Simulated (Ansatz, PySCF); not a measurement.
C3H2F3O (SMILES [CH]=C(O)C(F)(F)F), doublet, geometry from GFN2-xTB. Base run: PySCF with R2SCAN/cc-pVDZ.

Geometry (Å):
```xyz
9

C      0.9684     1.6248    -0.7605
C      0.8577     0.4350    -0.2592
O      1.8272    -0.4677     0.0255
C     -0.5111    -0.1740     0.1186
F     -0.7454    -1.3028    -0.5530
F     -0.5750    -0.4598     1.4206
F     -1.5193     0.6617    -0.1512
H      0.3564     2.4430    -1.0429
H      2.6935    -0.1080    -0.2021
```
Charge 0, spin multiplicity 2.
Orbitals are unrestricted.
All else is at PySCF's defaults.

The same geometry, method and basis name were run in Ansatz (an electronic-structure program) and PySCF, at each program's defaults and at the settings that a row names. The base is PySCF at its defaults. Differences at the defaults can come from grids, fitting, cores and function types together.

```tsv
code and settings	ΔE vs base (mEh)	basis functions	E (Eh)	SCF cycles	dipole (D)
PySCF, defaults (exact integrals, its default grid, spherical functions)	0.000	108	-489.97986	14	2.41
Ansatz, defaults (factorised integrals, its default grid, spherical functions)	-0.022	108	-489.97988	-	-
PySCF, density fitting with def2-universal-jkfit	-0.135	108	-489.98000	14	2.41
PySCF, fine grid	-0.023	108	-489.97988	14	2.41
Ansatz, high accuracy	-0.017	108	-489.97988	-	-
```

Open shells are given as the SCF converged; they aren't shown to be the lowest states, and a large step between rows can be another state.
